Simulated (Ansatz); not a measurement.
This geometry of Cl5FHTa (8 atoms, charge 0, multiplicity 1) is a first-order saddle point.

Level of theory: Ansatz 0.2.0, RKS LDA/def2-SVP.

```xyz
8
Properties=species:S:1:pos:R:3
Ta -0.096 -0.225 0.155
F 1.907 0.262 0.405
Cl -0.229 0.131 2.436
Cl 0.518 -0.620 -2.039
Cl -0.890 1.848 -0.324
Cl -1.913 -1.569 0.077
Cl 1.385 -2.253 0.744
H 2.098 -0.892 0.633
```

(1) Which two structures does it join? (They come from a converged band through this point; their orientation in space is the band's.)

(2) How far does it lie above each of them?

Results:

(1) Bonds broken: Cl7–H8. Bonds formed: F2–H8.

Initial state:

```xyz
8
Properties=species:S:1:pos:R:3
Ta -0.073 0.012 0.126
F 1.758 0.460 0.328
Cl -0.216 0.185 2.435
Cl 0.465 -0.568 -2.055
Cl -1.097 1.963 -0.356
Cl -1.793 -1.517 0.122
Cl 1.346 -2.325 0.734
H 2.391 -1.529 0.754
```

Final state:

```xyz
8
Properties=species:S:1:pos:R:3
Ta -0.166 -0.419 0.184
F 1.966 0.340 0.379
Cl -0.275 -0.032 2.465
Cl 0.406 -0.786 -2.030
Cl -0.538 1.792 -0.243
Cl -2.196 -1.386 0.039
Cl 1.306 -2.251 0.714
H 2.279 -0.577 0.580
```

(2) 0.149 eV above the first and 0.107 eV above the second. This is the barrier of this one path; another mechanism may lie lower. The orbitals stay closed-shell, which can raise the energy where a bond breaks towards radicals; this wasn't checked here.

Run time: 2.3 min on 4 threads of Arm Neoverse V1, on a shared host, peak memory 0.24 GiB.
